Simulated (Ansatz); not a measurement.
`OCC1=CB1` and `B1C=C1` differ in one atom or group.

Ansatz, PBE0-D4/def2-TZVP geometries, multiplicity 1. Each molecule was computed in one conformer, which needn't be the lowest.

| property | `OCC1=CB1` |
| --- | --- |
| HOMO energy (B3LYP/def2-TZVPP) / eV | -7.69 |
| size of the dipole moment (PBE/def2-TZVPP) / D | 1.39 |
| HOMO energy (PBE/def2-TZVPP) / eV | -6.36 |
| LUMO energy (PBE0/def2-TZVPP) / eV | -0.33 |
| zero-point energy (PBE0-D4/def2-TZVP) / kJ/mol | 198.4 |
| HOMO–LUMO gap (PBE/def2-TZVPP) / eV | 4.93 |

(1) What does the change do to each property? (Estimate.)

Results:

(1) Ansatz gave: 
```json
{"property": "HOMO energy (B3LYP/def2-TZVPP) / eV", "`B1C=C1`": "-7.82", "shift": "-0.13"}
{"property": "size of the dipole moment (PBE/def2-TZVPP) / D", "`B1C=C1`": "1.19", "shift": "-0.20"}
{"property": "HOMO energy (PBE/def2-TZVPP) / eV", "`B1C=C1`": "-6.70", "shift": "-0.34"}
{"property": "LUMO energy (PBE0/def2-TZVPP) / eV", "`B1C=C1`": "-0.27", "shift": "0.06"}
{"property": "zero-point energy (PBE0-D4/def2-TZVP) / kJ/mol", "`B1C=C1`": "110.3", "shift": "-88.1"}
{"property": "HOMO–LUMO gap (PBE/def2-TZVPP) / eV", "`B1C=C1`": "5.28", "shift": "0.35"}
```

With PBE0 the HOMO falls by 0.10 eV and the LUMO rises by 0.06 eV, so the gap widens by about 0.16 eV. PBE moves the HOMO by -0.34 eV and ωB97M-V by -0.05 eV. The zero-point energy changes by -88.1 kJ/mol with -12 modes. Dipoles are sizes alone; their direction can turn.

B3LYP here is the variant with VWN-RPA as its local correlation; programs differ in this.
